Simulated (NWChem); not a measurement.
Molecule: BaBrF; SMILES [F][Ba][Br]

Computed with NWChem. Structure relaxed at the PBE0/def2-SVP level. def2 effective core potentials on Ba; no spin-orbit coupling. Level PBE/def2-SVP: energy and gradient on several grids; changes count from the extra-fine grid, which is no exact limit either.

### Question
Which is the coarsest grid (xcoarse; coarse; fine; medium; xfine) from which on the energy stays within 100 μHa and each gradient component within 200 μHa/bohr of xfine?

### Answer
medium.
```
grid     size of the energy change (μHa)  largest change of a gradient component (μHa/bohr)  time, medium = 1 (rough)
-------  -------------------------------  -------------------------------------------------  ------------------------
xcoarse                             6000                                               4000                   about 1
coarse                                40                                                300                   about 1
medium                              < 10                                                 30                   about 1
fine                                < 10                                               < 30                         2
xfine                               < 10                                               < 30                   about 1
```
